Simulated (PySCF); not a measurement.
A calculated (M06-2X, PySCF 2.14, aug-cc-pVTZ, the non-relativistic Hamiltonian (point nucleus)) atom or ion has these occupied shells.

```json
{"shell": "1s α", "electrons": "1", "orbital energy (eV)": "-8225.1", "rms radius, mean of both spins (bohr)": "0.0635"}
{"shell": "1s β", "electrons": "1", "orbital energy (eV)": "-8225.0", "rms radius, mean of both spins (bohr)": "0.0635"}
{"shell": "2s α", "electrons": "1", "orbital energy (eV)": "-1003.7", "rms radius, mean of both spins (bohr)": "0.269"}
{"shell": "2s β", "electrons": "1", "orbital energy (eV)": "-1001.9", "rms radius, mean of both spins (bohr)": "0.269"}
{"shell": "2p α", "electrons": "3", "orbital energy (eV)": "-879.00", "rms radius, mean of both spins (bohr)": "0.239"}
{"shell": "2p β", "electrons": "3", "orbital energy (eV)": "-877.50", "rms radius, mean of both spins (bohr)": "0.239"}
{"shell": "3s α", "electrons": "1", "orbital energy (eV)": "-129.56", "rms radius, mean of both spins (bohr)": "0.808"}
{"shell": "3s β", "electrons": "1", "orbital energy (eV)": "-126.64", "rms radius, mean of both spins (bohr)": "0.808"}
{"shell": "3p α", "electrons": "3", "orbital energy (eV)": "-90.696", "rms radius, mean of both spins (bohr)": "0.852"}
{"shell": "3p β", "electrons": "3", "orbital energy (eV)": "-87.002", "rms radius, mean of both spins (bohr)": "0.852"}
{"shell": "3d α", "electrons": "5", "orbital energy (eV)": "-24.823", "rms radius, mean of both spins (bohr)": "1.11"}
{"shell": "3d β", "electrons": "3", "orbital energy (eV)": "-22.453", "rms radius, mean of both spins (bohr)": "1.11"}
{"shell": "4s α", "electrons": "1", "orbital energy (eV)": "-14.659", "rms radius, mean of both spins (bohr)": "2.82"}
```

Q: Name the element and its charge.

A: Ni⁺ (nickel, charge +1), in [Ar] 3d8 4s1, high-spin 4F determinant (an excited configuration).
